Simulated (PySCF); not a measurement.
Problem. Write Cartesian coordinates for InChI=1S/C6H10NO/c8-7-5-1-2-6(7)4-3-5/h5-6H,1-4H2/t5-,6+ as optimised with GFN2-xTB. (Doublet state.)

Solution. 
```
atom  x, y, z in Å
O1     0.135    0.005   -2.600
N2     0.329   -0.003   -1.354
C3     0.138    1.101   -0.428
C4    -1.266    0.799    0.128
C5    -1.297   -0.746    0.125
C6     0.093   -1.102   -0.435
C7     1.150   -0.799    0.633
C8     1.181    0.747    0.639
H9     0.251    2.076   -0.895
H10   -1.405    1.220    1.122
H11   -2.029    1.210   -0.531
H12   -1.452   -1.165    1.117
H13   -2.078   -1.123   -0.535
H14    0.165   -2.079   -0.907
H15    2.116   -1.211    0.345
H16    0.876   -1.214    1.601
H17    2.164    1.122    0.354
H18    0.923    1.167    1.609
```

Orientation and origin are arbitrary. Atoms count from 1 in this order. Of the pairs four or more bonds apart, H12···H16 is among the closest relative to their van der Waals radii: 2.38 Å, 99 % of the sum of Bondi's values. The 5-membered ring N2–C3–C8–C7–C6 has internal angles of 98.7° to 102.4°; it is puckered, 0.25 Å rms from its mean plane, widest ring torsion 57°. N2 (nitrogen bonded to 2 C and O) has angles 127.2°, 127.2° and 98.7°, sum 353.1°, 0.21 Å off the plane of its three neighbours. The 5-membered ring N2–C3–C4–C5–C6 has internal angles of 98.7° to 102.3° (sum 507°, against 540° for a flat polygon); it is puckered, 0.24 Å rms from its mean plane, widest ring torsion 55°.

Bonds between heavy atoms (Å): O1–N2 1.262, N2–C3 1.453, C3–C4 1.540, C4–C5 1.546, C5–C6 1.540, C6–C7 1.533, C7–C8 1.546, N2–C6 1.453, C3–C8 1.533.

Structure optimised with GFN2-xTB, isolated species. This method treats the open shell by occupation alone, without spin polarisation.

Point group: Cs (every atom within 0.08 Å of its image). No GFN2-xTB frequencies stand behind this structure, so it isn't proved a minimum.

These are computed values.
